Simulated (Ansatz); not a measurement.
# How methods differ on [GeH5]− (SMILES [H][Ge-]([H])([H])([H])[H])

The species is [GeH5]− (6 atoms), meant as a singlet with charge -1. SMILES: `[H][Ge-]([H])([H])([H])[H]`. Geometry: a GFN2-xTB relaxation, a rough one for these elements and not checked as a minimum.

```xyz
6

Ge    0.0002   -0.0010    0.0066
H    -0.0235   -0.0057    1.7687
H     0.0220    0.0095   -1.7749
H     1.5149    0.0110    0.0157
H    -0.7670    1.3041    0.0001
H    -0.7465   -1.3178   -0.0161
```

Each level gives the energy change with the Ge1–H6 bond stretched from 1.514 to 1.892 Å (eV). The values are calculated.

```csv
level,kind,program,value (eV),less FCI/STO-3G
SVWN5/STO-3G (restricted),LDA,Ansatz,0.95,+0.18
PBE/STO-3G (restricted),GGA,Ansatz,0.88,+0.11
r2SCAN/STO-3G (restricted),meta-GGA,Ansatz,0.94,+0.17
BHLYP/STO-3G (restricted),global hybrid,Ansatz,1.04,+0.27
wB97X/STO-3G (restricted),range-separated hybrid,Ansatz,1.00,+0.23
MP2/STO-3G (restricted),perturbation theory,Ansatz,0.94,+0.17
CCSDT/STO-3G (restricted),coupled cluster or CI,Ansatz,0.77,0.00
FCI/STO-3G,exact in the basis,Ansatz,0.77,0.00
```

FCI/STO-3G is exact within its basis and frozen core, so for wave-function methods in that basis the difference is their error; functionals converge differently with the basis, so for them it is only a difference. All-electron rows without a relativistic Hamiltonian named are non-relativistic. Sets without diffuse functions describe the anion poorly. The first shape isn't each level's own minimum. The values span 0.77 to 1.04 eV. All rows use very small basis sets, so none should be taken for the real molecule's value. In the correlated wave-function rows the outer d shell of Ge is correlated, in sets not made for it.
